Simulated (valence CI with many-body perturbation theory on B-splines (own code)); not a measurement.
**E1 transitions of Yb⁶⁵⁺**

Level of theory: relativistic CI+MBPT: three valence electrons over a frozen Dirac-Fock core [He], a basis of 11 s, 11 p, 9 d, 7 f, 5 g, 2 h, 1 i functions for each j, with the one-electron correlation potential Σ1, the two-electron term Σ2, the three-electron term Σ3, Breit, model QED; selected CI, second order for the rest (own B-spline code, finite nucleus).

No measured spectrum was set against this ion. As an estimate, large intervals hold to a few tenths of a per cent, small ones and those within an open d or f shell to about a per cent.

Lines 101 to 150 of 280 in falling wavelength, among levels below 11503 eV, chosen from the strongest by gf and those to the six lowest levels. Wavelengths and rates use the calculated energies. Electric multipoles are in the length gauge, E1 and E2 with the static RPA response of the core. Weak lines are less certain than strong ones. Lines between different terms over intervals too small for the method are left out, as are lines whose strength nearly cancels. The highest levels of a list are the least certain.

Levels are named by their leading jj configuration (3d3/2^4 stands for four electrons in 3d with j = 3/2), which in mixed levels can hold well under half, so a name can repeat and another be missing. Letters in brackets count levels of one name in rising energy.

```csv
λ vac (Å),Upper,Lower,A (s⁻¹),S (a.u.) with core polarisation,S without
8.744,(2s 2p1/2 2p3/2) J=3/2 [b],(2s^2 2p1/2) J=1/2,6.77e+12,8.93e-03,8.94e-03
8.711,(2p1/2 2p3/2^2) J=1/2,(2s 2p1/2 2p3/2) J=3/2 [b],7.72e+12,5.04e-03,5.05e-03
8.699,(2p1/2 2p3/2^2) J=1/2,(2s 2p1/2 2p3/2) J=1/2,3.56e+12,2.32e-03,2.32e-03
8.681,(2p1/2^2 2p3/2) J=3/2,(2s 2p1/2^2) J=1/2,5.04e+12,6.51e-03,6.52e-03
8.676,(2s 2p3/2^2) J=1/2,(2s^2 2p3/2) J=3/2,5.96e+12,3.84e-03,3.84e-03
8.672,(2s 2p3/2^2) J=3/2,(2s^2 2p3/2) J=3/2,1.09e+13,1.40e-02,1.41e-02
8.615,(2p1/2 2p3/2^2) J=5/2,(2s 2p1/2 2p3/2) J=5/2,4.93e+12,9.33e-03,9.35e-03
8.516,(2p1/2 2p3/2^2) J=3/2,(2s 2p1/2 2p3/2) J=3/2 [a],5.38e+12,6.56e-03,6.56e-03
8.386,(2p1/2 2p3/2^2) J=5/2,(2s 2p1/2 2p3/2) J=3/2 [a],1.06e+11,1.85e-04,1.85e-04
8.093,(2p1/2 2p3/2^2) J=1/2,(2s 2p1/2 2p3/2) J=3/2 [a],9.95e+10,5.21e-05,5.21e-05
1.533,(2s 2p1/2 3s) J=1/2 [a],(2s 2p1/2 2p3/2) J=1/2,6.91e+12,2.46e-05,2.45e-05
1.528,(2s^2 3p1/2) J=1/2,(2s 2p1/2 2p3/2) J=3/2 [a],1.60e+12,5.63e-06,5.62e-06
1.528,(2s 2p1/2 3s) J=3/2,(2s 2p1/2 2p3/2) J=1/2,4.32e+12,3.05e-05,3.04e-05
1.524,(2p1/2 2p3/2 3s) J=5/2,(2p1/2 2p3/2^2) J=5/2,8.27e+13,8.66e-04,8.64e-04
1.523,(2s 2p1/2 3s) J=1/2 [b],(2s 2p1/2 2p3/2) J=1/2,6.47e+13,2.26e-04,2.25e-04
1.522,(2p1/2 2p3/2 3s) J=3/2 [b],(2p1/2 2p3/2^2) J=5/2,1.19e+14,8.28e-04,8.27e-04
1.516,(2s 2p3/2 3s) J=5/2,(2s 2p3/2^2) J=5/2,8.55e+13,8.81e-04,8.80e-04
1.515,(2s 2p1/2 3s) J=3/2,(2s 2p1/2 2p3/2) J=5/2,1.35e+14,9.26e-04,9.25e-04
1.513,(2s 2p1/2 3s) J=1/2 [a],(2s 2p1/2 2p3/2) J=3/2 [a],1.55e+14,5.30e-04,5.29e-04
1.511,(2s^2 3s) J=1/2,(2s^2 2p3/2) J=3/2,1.73e+14,5.91e-04,5.90e-04
1.511,(2s 2p3/2 3s) J=3/2 [a],(2s 2p3/2^2) J=5/2,1.32e+14,9.02e-04,9.00e-04
1.508,(2s 2p1/2 3s) J=3/2,(2s 2p1/2 2p3/2) J=3/2 [a],1.10e+13,7.44e-05,7.42e-05
1.503,(2s 2p1/2 3s) J=1/2 [b],(2s 2p1/2 2p3/2) J=3/2 [a],2.88e+12,9.66e-06,9.65e-06
1.458,(2s 2p1/2 3p1/2) J=1/2 [b],(2s^2 2p3/2) J=3/2,1.60e+12,4.88e-06,4.88e-06
1.450,(2s 2p1/2 3d3/2) J=3/2 [a],(2s 2p1/2 2p3/2) J=1/2,7.75e+12,4.67e-05,4.67e-05
1.449,(2p1/2^2 3p1/2) J=1/2,(2s 2p1/2 2p3/2) J=3/2 [a],9.97e+11,2.99e-06,2.99e-06
1.446,(2p1/2 2p3/2 3d3/2) J=5/2 [a],(2p1/2 2p3/2^2) J=5/2,8.67e+13,7.75e-04,7.76e-04
1.444,(2p1/2^2 3d3/2) J=3/2,(2p1/2^2 2p3/2) J=3/2,2.12e+14,1.26e-03,1.26e-03
1.442,(2s 2p1/2 3d3/2) J=3/2 [b],(2s 2p1/2 2p3/2) J=1/2,1.64e+13,9.69e-05,9.70e-05
1.442,(2s 2p1/2 3d3/2) J=1/2,(2s 2p1/2 2p3/2) J=1/2,1.08e+14,3.18e-04,3.19e-04
1.439,(2p1/2 2p3/2 3d3/2) J=3/2 [b],(2p1/2 2p3/2^2) J=5/2,1.67e+14,9.81e-04,9.81e-04
1.439,(2s 2p1/2 3d3/2) J=3/2 [a],(2s 2p1/2 2p3/2) J=5/2,5.64e+12,3.32e-05,3.32e-05
1.434,(2s 2p1/2 3d3/2) J=5/2,(2s 2p1/2 2p3/2) J=5/2,2.11e+14,1.84e-03,1.84e-03
1.434,(2s 2p1/2 3d5/2) J=5/2 [a],(2s 2p1/2 2p3/2) J=3/2 [b],1.24e+14,1.08e-03,1.08e-03
1.434,(2s 2p3/2 3d5/2) J=5/2 [a],(2s 2p3/2^2) J=3/2,1.61e+14,1.40e-03,1.40e-03
1.433,(2s 2p3/2 3d3/2) J=1/2 [b],(2s 2p3/2^2) J=1/2,2.68e+14,7.80e-04,7.80e-04
1.433,(2s 2p3/2 3d3/2) J=5/2 [a],(2s 2p3/2^2) J=5/2,1.10e+14,9.55e-04,9.55e-04
1.433,(2s 2p1/2 3d3/2) J=3/2 [a],(2s 2p1/2 2p3/2) J=3/2 [a],1.04e+14,6.04e-04,6.04e-04
1.432,(2s 2p3/2 3d3/2) J=3/2 [a],(2s 2p3/2^2) J=5/2,1.98e+14,1.15e-03,1.15e-03
1.432,(2p1/2 2p3/2 3d5/2) J=3/2 [b],(2p1/2 2p3/2^2) J=1/2,1.16e+15,6.69e-03,6.70e-03
1.431,(2s 2p1/2 3d3/2) J=3/2 [b],(2s 2p1/2 2p3/2) J=5/2,4.86e+13,2.81e-04,2.82e-04
1.430,(2s 2p3/2 3d5/2) J=3/2 [a],(2s 2p3/2^2) J=3/2,5.83e+14,3.37e-03,3.37e-03
1.430,(2s 2p3/2 3d5/2) J=3/2 [a],(2s 2p3/2^2) J=1/2,4.81e+14,2.78e-03,2.78e-03
1.429,(2s^2 3d3/2) J=3/2,(2s^2 2p3/2) J=3/2,2.21e+14,1.27e-03,1.27e-03
1.428,(2s 2p3/2 3d5/2) J=1/2,(2s 2p3/2^2) J=1/2,1.04e+15,2.99e-03,2.99e-03
1.428,(2p1/2 2p3/2 3d5/2) J=5/2 [a],(2p1/2 2p3/2^2) J=5/2,3.69e+14,3.18e-03,3.18e-03
1.428,(2s 2p1/2 3d3/2) J=5/2,(2s 2p1/2 2p3/2) J=3/2 [a],2.11e+13,1.82e-04,1.82e-04
1.427,(2p1/2^2 3d5/2) J=5/2,(2p1/2^2 2p3/2) J=3/2,1.21e+15,1.04e-02,1.04e-02
1.427,(2s 2p1/2 3d5/2) J=5/2 [b],(2s 2p1/2 2p3/2) J=3/2 [b],9.74e+14,8.38e-03,8.39e-03
1.427,(2s 2p1/2 3d5/2) J=3/2,(2s 2p1/2 2p3/2) J=3/2 [b],2.13e+14,1.22e-03,1.22e-03
```
